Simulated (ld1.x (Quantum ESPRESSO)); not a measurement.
# u(r) = r·R(r): atom against pseudo-atom (carbon (C))

Columns: radius, all-electron u(r) and pseudo u(r) of the 2p shell (level -5.29 eV) of carbon in the configuration [He] 2s2 2p2; PBE, non-relativistic, TM scheme, ld1.x (Quantum ESPRESSO) 7.5.

| r (bohr) | all-electron | pseudo |
| --- | --- | --- |
| 0.118 | 0.0626 | 0.0214 |
| 0.235 | 0.1829 | 0.0823 |
| 0.353 | 0.3110 | 0.1762 |
| 0.470 | 0.4242 | 0.2904 |
| 0.588 | 0.5177 | 0.4130 |
| 0.705 | 0.5901 | 0.5283 |
| 0.822 | 0.6438 | 0.6257 |
| 0.940 | 0.6801 | 0.6985 |
| 1.058 | 0.7008 | 0.7428 |
| 1.175 | 0.7086 | 0.7603 |
| 1.292 | 0.7063 | 0.7566 |
| 1.410 | 0.6961 | 0.7376 |
| 1.528 | 0.6797 | 0.7095 |
| 1.645 | 0.6591 | 0.6777 |
| 1.763 | 0.6352 | 0.6450 |
| 1.880 | 0.6095 | 0.6136 |
| 1.998 | 0.5822 | 0.5835 |
| 2.115 | 0.5546 | 0.5548 |
| 2.232 | 0.5268 | 0.5268 |
| 2.350 | 0.4990 | 0.4990 |
| 2.468 | 0.4717 | 0.4717 |
| 2.585 | 0.4454 | 0.4454 |
| 2.702 | 0.4200 | 0.4200 |
| 2.820 | 0.3954 | 0.3954 |
| 2.938 | 0.3718 | 0.3718 |
| 3.055 | 0.3496 | 0.3496 |

Problem. How many radial nodes do the two functions have?

Solution. The all-electron 2p function has n − l − 1 = 0; the pseudo-wave has 0.

Problem. At about which radius was the pseudo-wave matched?

Solution. 2.35 bohr. The columns agree to 0.0005 from 2.12 bohr on; several derivatives are matched, so the curves merge somewhat inside the radius.

Problem. Is the pseudo-wave norm-conserving?

Solution. Yes: the TM scheme keeps the norm inside the radius equal to the all-electron one, which fixes the energy derivative of the logarithmic derivative at the level.
